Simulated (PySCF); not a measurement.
# How the method changes the constants of HgP

State: ⁴Σ⁻ (quartet), unpaired electrons σ ↑, π ↑↑. Set-up: PySCF, scalar-relativistic core potentials, basis sets Hg def2-SVPD with ECP60, P def2-SVPD. De refers to Hg + P in their high-spin ground configurations, without counterpoise correction. The functionals are run spin-unrestricted. A positive dipole means Hg(−)P(+). Levels whose curve was spin-contaminated or gave no clean fit are not listed.

```json
{"Level": "PBE", "Re (Å)": "2.914", "ωe (cm⁻¹)": "91.9", "De (eV)": "0.158", "μ (D)": "-0.25", "CPU s a point (SCF and correlation, without the integrals)": "0.63"}
{"Level": "BP86", "Re (Å)": "2.906", "ωe (cm⁻¹)": "95.0", "De (eV)": "0.142", "μ (D)": "-0.25", "CPU s a point (SCF and correlation, without the integrals)": "0.44"}
{"Level": "r²SCAN", "Re (Å)": "2.864", "ωe (cm⁻¹)": "90.6", "De (eV)": "0.147", "μ (D)": "-0.31", "CPU s a point (SCF and correlation, without the integrals)": "0.82"}
{"Level": "r²SCANh", "Re (Å)": "2.897", "ωe (cm⁻¹)": "79.5", "De (eV)": "0.124", "μ (D)": "-0.27", "CPU s a point (SCF and correlation, without the integrals)": "0.95"}
{"Level": "PBE0", "Re (Å)": "2.983", "ωe (cm⁻¹)": "69.9", "De (eV)": "0.098", "μ (D)": "-0.23", "CPU s a point (SCF and correlation, without the integrals)": "0.96"}
{"Level": "CAM-B3LYP", "Re (Å)": "3.288", "ωe (cm⁻¹)": "39.3", "De (eV)": "0.051", "μ (D)": "0.01", "CPU s a point (SCF and correlation, without the integrals)": "1"}
```

(1) What does a quarter of exact exchange do here, going from PBE to PBE0?

(2) What does the step from GGA to meta-GGA do here, going from PBE to r²SCAN?

The bond is weak. Basis-set superposition, not corrected here, can be much of De in a small basis, most of all at correlated wavefunction levels. Functionals without a dispersion term scatter widely for such bonds, and LDA overbinds them. Spin–orbit coupling is left out, which matters for elements this heavy, above all for dissociation energies. The state is the lowest determinant that a PBE0 search found; another state may lie lower at other levels.

The whole job (state search and all levels along the bond) took about 1.9 min on 1 thread of Intel Xeon 6975P-C (shared host), peak memory 0.93 GiB.

## Answers

(1) PBE0 less PBE: +6.9 pm in Re, -23.9 % in ωe, -0.06 eV in De. Exact exchange removes part of the self-interaction that spreads semilocal densities, and in most molecules shortens and stiffens the bond and lowers De; here Re and ωe go the other way.

(2) r²SCAN less PBE: -5.0 pm in Re, -1.4 % in ωe, -0.01 eV in De.
